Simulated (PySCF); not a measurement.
## Substituent effects on chemical shifts

Parent skeleton `[CH3:1][S:2][CH:3]=[C:4]([CH3:5])[CH2:6][SiH3:7]`; one hydrogen on atom 7 is replaced by X. Hydrogens on one atom are averaged.

Computational details: NMR shieldings at PBE0/pcSseg-1/GIAO, geometry from GFN2-xTB, in PySCF (isolated molecule, one averaged value for each set of equivalent atoms, non-relativistic Hamiltonian, single conformer).

Scale: TMS for 13C (σref 186.93), 29Si (σref 349.16), 1H (σref 31.72); CS2 for 33S (σref 503.73) (reference shieldings calculated alike).

Parent (X = H): C1 21.5, S2 -9.9, C3 128.0, C4 135.3, C5 26.6, C6 18.4, Si7 -79.9, H(C1) 2.24, H(C3) 5.30 ppm. Effects are Δδ = δ(X) − δ(H), positive for deshielding.

Known members:
| X | C1 | S2 | C3 | C4 | C5 | C6 | Si7 | H(C1) | H(C3) |
| --- | --- | --- | --- | --- | --- | --- | --- | --- | --- |
| COOH | -0.2 | +2.5 | +7.4 | -6.9 | -5.3 | +4.7 | +19.8 | +0.02 | +0.53 |
| ethynyl | +0.0 | +1.4 | +4.0 | -3.9 | -5.3 | +8.9 | +12.0 | +0.01 | +0.19 |
| NHCH3 | +0.0 | -2.7 | -0.9 | -1.0 | +1.0 | +4.1 | +45.5 | -0.03 | -0.05 |
| CH2F | -0.1 | -2.6 | +4.1 | -3.3 | -5.4 | +4.0 | +29.9 | +0.03 | +0.21 |
| PH2 | +0.7 | -4.0 | +3.4 | -1.0 | -5.5 | +4.8 | +29.7 | +0.09 | +0.12 |

Four more derivatives gave (Δδ, ppm):
| compound | C1 | S2 | C3 | C4 | C5 | C6 | Si7 | H(C1) | H(C3) |
| --- | --- | --- | --- | --- | --- | --- | --- | --- | --- |
| 1 | +0.1 | -2.3 | +1.2 | -0.5 | -5.0 | +9.8 | +33.6 | -0.01 | -0.07 |
| 2 | -0.2 | +0.5 | +6.5 | -6.4 | -5.8 | +5.4 | +37.2 | +0.14 | +0.80 |
| 3 | -0.1 | -0.2 | +4.7 | -3.3 | -5.7 | +10.4 | +47.0 | +0.08 | +0.00 |
| 4 | +0.4 | -2.1 | +0.2 | -0.3 | +0.8 | +7.6 | +38.2 | -0.05 | +0.02 |

**Question.** Their substituents are CH2CN, N=CH2, SH, vinyl. Which is which?

**Answer.** 1: X = vinyl (C=C[SiH2]C/C(C)=C/SC); 2: X = CH2CN (CS/C=C(\C)C[SiH2]CC#N); 3: X = SH (CS/C=C(\C)C[SiH2]S); 4: X = N=CH2 (C=N[SiH2]C/C(C)=C\SC).
